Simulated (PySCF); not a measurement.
Ag2, multiplicity 1. Atoms are numbered in the order given.

```xyz
2

Ag     0.0000     0.0000    -1.2882
Ag     0.0000     0.0000     1.2882
```

Geometry optimised at PBE0-D3(BJ)/def2-TZVPD. The multiplicity is an assumed one; other spin states were not compared. The def2 effective core potentials stand for the cores of Ag; spin–orbit coupling is left out.

Calculation: PySCF with TDA-LC-ωPBE/def2-TZVPD.

Vertical excitations; the highest root listed may be one member of a degenerate set. The molecule is in vacuum. State labels are in the subgroup D2h.

| state | symmetry | energy (eV) | λ (nm) | f | main pairs |
|---|---|---|---|---|---|
| S1 | B1u | 3.19 | 389 | 0.510 | HOMO→LUMO 92 % |
| S2 | Ag | 4.43 | 280 | 0.000 | HOMO−1→LUMO 69 %, HOMO→LUMO+3 22 % |
| S3 | B2u | 4.44 | 279 | 0.336 | HOMO→LUMO+1, HOMO−2→LUMO (degenerate set) |
| S4 | B3u | 4.44 | 279 | 0.336 | HOMO→LUMO+2, HOMO−3→LUMO (degenerate set) |
| S5 | B2u | 4.83 | 257 | 0.231 | HOMO−2→LUMO, HOMO→LUMO+1 (degenerate set) |
| S6 | B3u | 4.83 | 257 | 0.231 | HOMO−3→LUMO, HOMO→LUMO+2 (degenerate set) |
| S7 | B1g | 4.96 | 250 | 0.000 | HOMO−4→LUMO (degenerate set) |
| S8 | Ag | 4.96 | 250 | 0.000 | HOMO−5→LUMO (degenerate set) |
| S9 | Au | 5.13 | 242 | 0.000 | HOMO−6→LUMO (degenerate set) |
| S10 | B1u | 5.13 | 242 | 0.000 | HOMO−7→LUMO (degenerate set) |
| T1 | B1u | 1.66 | 747 | 0 | HOMO→LUMO 96 % |
| T2 | B2u | 3.19 | 389 | 0 | HOMO→LUMO+1 (degenerate set) |
| T3 | B3u | 3.19 | 389 | 0 | HOMO→LUMO+2 (degenerate set) |
| T4 | Ag | 4.05 | 306 | 0 | HOMO−1→LUMO 59 %, HOMO→LUMO+3 32 % |
Triplets are in the Tamm–Dancoff approximation.
